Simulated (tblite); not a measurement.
Species: C7H13PS.
Numbering: `[CH2:1]=[CH:2][P:3]1(=[CH2:4])[CH2:5][CH2:6][S:7][CH2:8][CH2:9]1` (hydrogens: H10, H11 on C1; H12 on C2; H13, H14 on C4; H15, H16 on C5; H17, H18 on C6; H19, H20 on C8; H21, H22 on C9)

Structure optimised with GFN2-xTB, isolated species.

(1) Give the optimised bond lengths and angles.

## Answers

(1) 
```tsv
bond	length (Å)
C1=C2	1.322
C2–P3	1.855
P3=C4	1.699
P3–C5, P3–C9	1.837
C5–C6, C8–C9	1.517
C6–S7, S7–C8	1.819
C1–H10	1.081
C1–H11	1.079
C2–H12	1.083
C4–H13, C4–H14	1.089
C5–H15, C9–H22	1.094
C5–H16, C9–H21	1.095
C6–H17, C8–H20	1.091
C6–H18, C8–H19	1.090
```

Bonds in one row agree within 0.01 Å and their mean is given. A selection of angles:
```tsv
angle	degrees
C1–C2–P3	118.9
C2–P3–C4	132.2
C2–P3–C5	100.0
C4–P3–C5	108.8
C5–P3–C9	103.1
P3–C5–C6	109.6
C5–C6–S7	111.5
C6–S7–C8	98.7
```

Dihedral angles: C1–C2–P3–C4 -1° (synperiplanar); C2–P3–C5–C6 -162° (antiperiplanar); P3–C5–C6–S7 69° (synclinal); C5–C6–S7–C8 -67° (synclinal); C6–S7–C8–C9 67° (synclinal); S7–C8–C9–P3 -69° (synclinal); C2–P3–C9–C8 162° (antiperiplanar).

P3 (phosphorus bonded to 4 C) has angles from 100.0° to 132.2°. The 6-membered ring P3–C5–C6–S7–C8–C9 has internal angles of 98.7° to 111.5° (sum 644°, against 720° for a flat polygon); it is puckered, 0.31 Å rms from its mean plane, widest ring torsion 69°. The 3 C–C bonds span 1.322 Å (C1=C2, drawn double) to 1.517 Å (C8–C9, drawn single), a spread of 0.195 Å. S7 (sulfide sulfur) is bent (angle 98.7°). The C–P distances run from 1.699 Å (P3=C4, drawn double) to 1.855 Å (C2–P3, drawn single), a spread of 0.156 Å. Of the pairs four or more bonds apart, C4···H17 is among the closest relative to their van der Waals radii: 2.72 Å, 94 % of the sum of Bondi's values.

Point group: Cs (tolerance 0.08 Å). Its GFN2-xTB frequencies are all real (lowest 46 cm⁻¹). The numbers are those of one conformer. 2 starts were optimised and ended at 0.00 and 1.79 kcal/mol (GFN2-xTB); the lowest of these is shown.

These are computed values.
